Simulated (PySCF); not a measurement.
C₂H₆O₂Sn, neutral, multiplicity 1. Atoms are numbered in the order given.

```xyz
11

Sn     0.0000     0.0000     0.8290
O      0.0426    -1.5580    -0.4200
C     -0.0279    -1.7514    -1.7947
H     -0.3691    -2.7804    -2.0116
H     -0.7290    -1.0618    -2.3019
H      0.9587    -1.6296    -2.2828
O     -0.0426     1.5580    -0.4200
C      0.0279     1.7514    -1.7947
H     -0.9587     1.6296    -2.2828
H      0.3691     2.7804    -2.0116
H      0.7290     1.0618    -2.3019
```
Charge 0, spin multiplicity 1.

The structure is a stationary point at PBE0-D3(BJ)/def2-SVP. The structure was generated by enumeration; whether it is a known compound was not checked. The def2 effective core potentials stand for the cores of Sn; spin–orbit coupling is left out. One conformer was computed; it need not be the lowest.

All values below come from TDA-CAM-B3LYP/def2-SVPD run with PySCF.

Vertical excitations. Gas-phase values at a fixed geometry. State labels are in the subgroup C2.

```tsv
state	symmetry	energy (eV)	λ (nm)	f	main pairs
S1	A	4.37	284	0.000	HOMO→LUMO 98 %
S2	B	4.84	256	0.069	HOMO−2→LUMO 53 %, HOMO−1→LUMO 41 %
S3	B	4.95	251	0.049	HOMO−1→LUMO 52 %, HOMO−2→LUMO 40 %
S4	A	5.59	222	0.064	HOMO−3→LUMO 91 %
S5	B	6.42	193	0.071	HOMO−4→LUMO 81 %
S6	A	6.59	188	0.001	HOMO−1→LUMO+2 74 %
S7	A	6.64	187	0.001	HOMO→LUMO+1 91 %
S8	B	6.67	186	0.049	HOMO−1→LUMO+1 79 %
S9	B	6.80	182	0.017	HOMO→LUMO+2 84 %
S10	B	7.17	173	0.265	HOMO−2→LUMO+1 88 %
T1	B	3.62	342	0	HOMO−2→LUMO 80 %, HOMO−1→LUMO 12 %
T2	B	4.09	303	0	HOMO−1→LUMO 84 %
T3	A	4.22	294	0	HOMO→LUMO 97 %
T4	A	4.58	271	0	HOMO−3→LUMO 96 %
```
Triplets are in the Tamm–Dancoff approximation.
